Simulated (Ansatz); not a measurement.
Reaction (redistribution): `OC[SiH2]O[SiH3]` + `NB(F)Br` → `OC[SiH2]F` + `NB(Br)O[SiH3]`

Computed with Ansatz on PBE0-D4/def2-TZVP structures; ΔE is electronic, products minus reactants. CBS: MP2 limit from def2 TZ/QZ plus the TZ coupled-cluster correction, frozen cores. Functionals use def2-TZVPP. B3LYP here is the variant with VWN-RPA as its local correlation; programs differ in this. For Br outer-core shells are correlated without core-valence functions, which leaves a few kJ/mol of doubt a bond. Scalar relativity is left out up to krypton. Each species was taken in one conformer, which may not be the lowest.

```
             level  ΔE (kcal/mol)  difference from CCSD(T)/CBS
            PBE-D4           -3.6                         -0.1
         r2SCAN-D4           -3.1                          0.4
           PBE0-D4           -3.0                          0.5
          B3LYP-D4           -2.7                          0.8
           ωB97X-V           -2.7                          0.8
           ωB97M-V           -2.8                          0.7
            B2PLYP           -3.0                          0.5
               PBE           -3.9                         -0.4
            r2SCAN           -3.3                          0.2
              PBE0           -3.2                          0.3
             B3LYP           -3.1                          0.4
     HF/def2-TZVPP           -1.6                          1.9
    MP2/def2-TZVPP           -3.1                          0.4
SCS-MP2/def2-TZVPP           -2.8                          0.7
   CCSD/def2-TZVPP           -2.4                          1.1
CCSD(T)/def2-TZVPP           -2.7                          0.8
     HF/def2-QZVPP           -1.7                          1.8
    MP2/def2-QZVPP           -3.6                         -0.1
SCS-MP2/def2-QZVPP           -3.3                          0.2
      HF/CBS(def2)           -1.8                          1.7
     MP2/CBS(def2)           -3.9                         -0.4
    CCSD/CBS(def2)           -3.3                          0.2
       CCSD(T)/CBS           -3.5                            0
```

Largest T1 diagnostic among the species: 0.011.

In def2-TZVPP, CCSD(T) changes the Hartree–Fock value by −1.1 kcal/mol (the triples alone add −0.3 kcal/mol) and MP2 by −1.5 kcal/mol.
